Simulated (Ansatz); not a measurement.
CuF, charge +1, doublet, at a GFN2-xTB geometry (such geometries of metal compounds can be far from the true shape) (the multiplicity is a formal guess); Ansatz (a program for electronic structure) with B97M-V/6-31G**.

The Ansatz input:
Ansatz 0.2 input:
```yaml
crystal:
  periodic: [false, false, false]
  atoms:
    - {symbol: Cu, position_ang: [-0.00000000, -0.00000000, -0.40706850]}
    - {symbol: F, position_ang: [0.00000000, 0.00000000, 1.31166518]}
basis:
  gaussian:
    orbitals: 6-31G__.json
hamiltonian:
  xc: {name: B97M-V}
total_charge: 1
magnetization: {spin_polarized: true, initial_magnetization: 1}
accuracy: high
```
The basis file holds 6-31G** in the JSON format of the Basis Set Exchange.

The log (banner, timings and long lists left out):

```
Functional definition: B97M-V
855 factors; integrals over basis functions are off by at most 4.0e-9 eV
mean field evaluation 1: about -47317.6986 eV, gradient 7.1e1 eV
mean field evaluation 2: about -47218.2681 eV, gradient 1.9e2 eV
mean field evaluation 4: about -47326.9978 eV, gradient 2.4e1 eV
mean field evaluation 8: about -47329.1180 eV, gradient 3.2e-1 eV
mean field evaluation 16: about -47329.1185 eV, gradient 6.7e-5 eV
mean field evaluation 32: about -47328.9028 eV, gradient 2.6e-1 eV
mean field evaluation 64: about -47328.9585 eV, gradient 4.1e0 eV
mean field -47329.11847139 eV, -1739.3130229950 hartree, gradient 1.8e-8 eV, S^2 0.750686; 8 other end points of the search recorded, 0 dependent functions left out
reference -47329.11847740 eV, -1739.3130232158 hartree; 19, 18 occupied and 32, 33 virtual orbitals, 855 factors
Total energy: -47329.11847740 eV, -1739.3130232158 hartree
```
